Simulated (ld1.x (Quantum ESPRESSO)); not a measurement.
Transferability test, TM potential for chromium

```
Element                 : Cr
Generator               : ld1.x (Quantum ESPRESSO) 7.5
Type                    : norm-conserving Troullier–Martins (Kleinman–Bylander form)
Functional              : LDA (PZ)
Relativity              : scalar-relativistic
Frozen core             : [Ar]
Valence charge          : 6
Reference configuration : 3d5 4s1 4p0
Partial waves           : 4s (bound): rc 2.50 bohr; 4p (bound, empty): rc 3.85 bohr; 3d (bound): rc 1.90 bohr
Local potential         : all-electron potential smoothed inside 3.80 bohr (lloc = -2)
Core correction         : a·sin(br)/r model core inside 1.45 bohr
```

Energies are relative to the spin-unpolarised reference configuration 3d5 4s1 4p0; without spin polarisation the order of configurations can differ from experiment. Spin-polarised rows fill each open shell by Hund’s rule, majority spin first. Not all tests gave a result: 2 of 9 tests not solved or not reliable. Left out of the table: 3d3 4s0 4p0 (solver errors, printed error -1.4 eV); 3d4 4s1 4p0 (solver errors, printed error -316 meV).

| valence configuration | charge | ΔE all-electron (eV) | error AE − PS (meV) |
| --- | --- | --- | --- |
| 3d4 4s0 4p0 | +2 | 23.483 | -314 |
| 3d4 4s2 4p0 | 0 | -0.058 | -267 |
| 3d5.5 4s0.5 4p0 | 0 | 0.717 | -36 |
| 3d5 4s1 4p0 (spin-polarised) | 0 | -4.916 | +1552 |
| 3d5 4s0 4p0 (spin-polarised) | +1 | 2.685 | +1603 |

(1) What are ΔE and the potential's error for 3d5 4s0 4p1?

(2) What are ΔE and the potential's error for 3d5 4s0 4p0?

Levels in the configuration 3d5 4s1 4p0 (spin-polarised):

```
level  all-electron (eV)  pseudo (eV)
3d up             -3.868       -4.010
4s up             -4.643       -4.586
```

Note: ghost state, extra bound levels that the all-electron valence spectrum of the same l lacks: s at -48.6 eV. A true bound ghost makes a file unfit for plane-wave use.

Answers

(1) ΔE = 3.204 eV all-electron; the error (AE − PS) is -1.4 meV.

(2) ΔE = 7.140 eV all-electron; the error (AE − PS) is -15 meV.
